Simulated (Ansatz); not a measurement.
`C=C[SiH2]N[SiH2]O` + `CCBS` → `O[SiH2]CBS` + `C=C[SiH2]NC`  (redistribution)

Isolated molecules relaxed with PBE0-D4/def2-TZVP in Ansatz; ΔE leaves out vibrations. CBS: MP2 limit from def2 TZ/QZ plus the TZ coupled-cluster correction, frozen cores. This one scheme is used for every species. Functionals use def2-TZVPP. B3LYP here is the variant with VWN-RPA as its local correlation; programs differ in this. Each species was taken in one conformer, which may not be the lowest.

```csv
level,ΔE (kJ/mol),difference from CCSD(T)/CBS
PBE-D4,88.3,-11.2
r2SCAN-D4,94.8,-4.7
PBE0-D4,91.6,-7.9
B3LYP-D4,95.6,-3.9
ωB97X-V,95.0,-4.5
HF/def2-TZVPP,102.4,2.9
HF/def2-QZVPP,102.9,3.4
MP2/def2-QZVPP,100.9,1.4
HF/CBS(def2),103.0,3.5
CCSD/CBS(def2),100.1,0.6
CCSD(T)/CBS,99.5,0
```

Largest T1 diagnostic among the species: 0.013.

From PBE to PBE0 (25 % exact exchange), in def2-TZVPP and without D4, ΔE moves by +3.3 kJ/mol.

CCSD(T)/CBS has its own doubt, a few kJ/mol and more with outer-core shells, so smaller differences from it don't rank the levels.
